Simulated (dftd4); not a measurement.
Cl₄MoO, triplet, at a GFN2-xTB geometry (such geometries of metal compounds can be far from the true shape) (the multiplicity is a formal guess); D4 for tpss (dftd4).

Input for dftd4:
```
$ dftd4 mol.xyz --func tpss --charge 0 --json dftd4.json --noedisp

# file mol.xyz
6

Mo     0.48749864    -0.17709820     0.15070901
O      1.38127443    -0.74911435     1.38941818
Cl    -1.65814993    -0.20351762    -1.22695926
Cl     0.06111374     2.01757753     0.56074168
Cl     1.49379273    -0.55592510    -1.72486824
Cl    -1.75117642    -0.46807367     1.36490205
```

### Question
Predict the main parts of the log of this dftd4 run.

### Answer

```
                    ____  _____ _____     ____  _  _
      -------------|  _ \|  ___|_   _|---|  _ \| || |------------
     |             | | | | |_    | | ___ | | | | || |_           |
     |             | |_| |  _|   | ||___|| |_| |__   _|          |
     |             |____/|_|     |_|     |____/   |_|            |
     |             ===================================           |
     |            E. Caldeweyher, S. Ehlert & S. Grimme          |
     |          Mulliken Center for Theoretical Chemistry        |
     |                    University of Bonn                     |
      -----------------------------------------------------------

Rational (Becke-Johnson) damping: tpss-D4-ATM
---------------------
  s6         1.0000
  s8         1.7660
  s9         1.0000
  a1         0.4282
  a2         4.5426
 alp        16.0000
--------------------

Dispersion energy:      -1.6098899976699E-02 Eh

[Info] JSON dump of results written to 'dftd4.json'
```
